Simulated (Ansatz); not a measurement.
Input file for Ansatz (an electronic-structure program): R-PBE0/def2-TZVPP on C2H8Sn (SMILES [CH3][SnH2][CH3]), a point of a torsion scan. Elements past Kr take the def2 small-core potentials; no spin–orbit coupling.

Ansatz 0.2 input:
```yaml
crystal:
  periodic: [false, false, false]
  atoms:
    - {symbol: C, position_ang: [1.75911767, -0.56350929, -0.10987100]}
    - {symbol: Sn, position_ang: [0.05064549, 0.76259309, 0.01166417]}
    - {symbol: C, position_ang: [0.22389432, 2.41032641, -1.37813564]}
    - {symbol: H, position_ang: [2.45793118, -0.35745447, 0.69214299]}
    - {symbol: H, position_ang: [1.44780011, -1.59789332, -0.02955993]}
    - {symbol: H, position_ang: [2.27034810, -0.43181331, -1.05635301]}
    - {symbol: H, position_ang: [-1.36344677, -0.08549691, -0.29687476]}
    - {symbol: H, position_ang: [-0.13375162, 1.33613341, 1.57702837]}
    - {symbol: H, position_ang: [-0.62989233, 3.07235772, -1.30349603]}
    - {symbol: H, position_ang: [0.27963439, 2.03478478, -2.39362018]}
    - {symbol: H, position_ang: [1.12136217, 2.98315820, -1.17412947]}
basis:
  gaussian:
    orbitals: def2-TZVPP
hamiltonian:
  xc: {name: PBE0}
scf: {lower_state_search: off}
```

It printed:

```
WARN ansatz: RAYON_NUM_THREADS=1 ignored (pool sized by the plan → 1); use --threads N
Functional definition: PBE0
these checks for a lower state are left out or cut short: stability, starts, cluster_reference, orbital_swaps, neighbouring_geometries, increment
integrals: 0.12 GiB planned
1293 factors; their error is unknown
mean field: 1.18 GiB planned
mean field evaluation 1: about -8023.0283 eV, gradient 6.9e1 eV
mean field evaluation 2: about -8016.8461 eV, gradient 7.9e1 eV
mean field evaluation 4: about -8033.7830 eV, gradient 2.5e0 eV
mean field evaluation 8: about -8033.7903 eV, gradient 9.1e-2 eV
mean field evaluation 16: about -8033.8542 eV, gradient 1.8e-5 eV
mean field -8033.85420771 eV, -295.2386965915 hartree, gradient 2.2e-6 eV, S^2 0.000000; 0 other end points of the search recorded, 0 dependent functions left out
reference -8033.85424567 eV, -295.2386979865 hartree; 21, 21 occupied and 203, 203 virtual orbitals, 1293 factors
Total energy: -8033.85424567 eV, -295.2386979865 hartree
Checks for a lower state left out: stability, starts, cluster_reference, orbital_swaps, neighbouring_geometries, increment
```

Self-consistency was reached.

Cost: roughly 3 core-seconds.
